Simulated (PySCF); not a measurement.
**Splitting trees**

Structure with atom numbers: `[CH:1]#[C:2][CH2:3][C:4](=[CH2:5])[O:6][CH:7]=[O:8]` (H(Xn): hydrogen on atom n). Ha(C5) is cis to C3; Hb(C5) is trans to C3.

[PySCF 2.14: geometry: PBE0-D3(BJ)/def2-SVP; shielding tensors at KT2/pcSseg-1 (GIAO); J couplings at B3LYP/pcJ-1 (without the spin–dipole term); gas phase; one computed conformer; rapidly exchanging positions averaged; no relativistic terms]

Scale: $^{1}$H and $^{13}$C vs TMS (reference shieldings calculated alike).

Spectrometer: 600 MHz for $^{1}$H. First-order analysis; couplings under 1 Hz (under 4 Hz in carbon signals) are ignored, and nearly equal couplings are merged; the smaller ones broaden or split the lines further.

(1) What pattern does H(C3) show ($^{1}$H)?

(2) What pattern does C3 show in the proton-coupled $^{13}$C spectrum?

(3) What pattern does Ha(C5) show ($^{1}$H)?

(4) What pattern does C7 show in the proton-coupled $^{13}$C spectrum?

Answers

(1) A doublet of doublets at δ 3.05: 4.1 Hz to H(C1) (1 × $^{1}$H, 4 bonds away), 1.0 Hz to Ha(C5) (1 × $^{1}$H, 4 bonds away). Lines in Hz from the centre (relative intensity): +2.5 (1), +1.6 (1), -1.6 (1), -2.5 (1). The outer lines are 5.1 Hz apart, the sum of the couplings kept, or 0.008 ppm at this field.

(2) A triplet of doublets of doublets at δ 30.3: 138.0 Hz to H(C3) (2 × $^{1}$H, 1 bond away), 10.8 Hz to Hb(C5) (1 × $^{1}$H, 3 bonds away), 5.6 Hz to Ha(C5) (1 × $^{1}$H, 3 bonds away). Lines in Hz from the centre (relative intensity): +146.2 (1), +140.6 (1), +135.4 (1), +129.8 (1), +8.2 (2), +2.6 (2), -2.6 (2), -8.2 (2), -129.8 (1), -135.4 (1), -140.6 (1), -146.2 (1). The outer lines are 292.4 Hz apart, the sum of the couplings kept, or 1.938 ppm at this field.

(3) A quintet at δ 4.74: 1.1 Hz to H(C7) and Hb(C5) and H(C3) (4 × $^{1}$H, 2 or 4 or 5 bonds away). Lines in Hz from the centre (relative intensity): +2.2 (1), +1.1 (4), +0.0 (6), -1.1 (4), -2.2 (1). The outer lines are 4.4 Hz apart, the sum of the couplings kept, or 0.007 ppm at this field.

(4) A doublet at δ 151.0: 241.3 Hz to H(C7) (1 × $^{1}$H, 1 bond away). Lines in Hz from the centre (relative intensity): +120.7 (1), -120.7 (1). The outer lines are 241.3 Hz apart, the sum of the couplings kept, or 1.599 ppm at this field.
